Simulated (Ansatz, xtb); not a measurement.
A geometry optimisation of FH4Si3 with r2SCAN-D4/def2-SVP

The starting geometry of this gas-phase doublet has its atoms placed at random.

```xyz
8

F     0.6067    0.7718   -1.7265
Si   -0.0404    0.1385    0.4971
Si   -1.7735   -0.1031   -0.5284
Si    0.1126    1.8423    1.3358
H     0.9113   -0.9554   -0.6227
H     1.1129    0.4308    1.1793
H     0.6067    1.4756   -0.8573
H     1.6135    1.7287    0.0194
```

**Question.** One run relaxed it with r2SCAN-D4/def2-SVP. What is a likely outcome?

**Answer.** It falls apart into H3Si3 + FH. Distances that change by over a tenth: Si2–Si4 (1.91 → 2.38 Å), Si2–H6 (1.37 → 1.80 Å). Contacts that close: F1–H7 (1.12 → 0.93 Å), Si2–H5 (1.83 → 1.49 Å), Si3–Si4 (3.29 → 2.38 Å), Si4–H8 (2.00 → 1.51 Å).

The energy falls by 7.09 eV over 25 steps:

```csv
step,E − E(last) (eV)
1,7.090
4,1.196
6,0.572
9,0.160
12,0.050
14,0.023
17,0.014
20,0.002
22,0.000
25,0.000
```

Final geometry (Å):

```xyz
8

F     1.3470    1.0778   -1.9777
Si    0.0000   -0.5703    0.1067
Si   -1.8491    0.5810    0.2343
Si    0.0893    1.5145    1.2596
H     1.0367   -1.5935   -0.2096
H     1.2015    0.3489    1.0831
H     0.4745    1.3373   -1.7815
H     0.8498    2.6334    0.5818
```

From the same start GFN2-xTB ends elsewhere, in pieces: H3Si3 + FH.

From so rough a start the end depends on the optimiser's path, so another program may land elsewhere. No frequencies were run, so the end isn't proven a minimum. Open shells are spin-unrestricted. Run with Ansatz 0.2.0, 2.8 min on 2 threads of Intel(R) Xeon(R) Platinum 8259CL CPU @ 2.50GHz (Skylake/Cascade Lake), on a shared host.
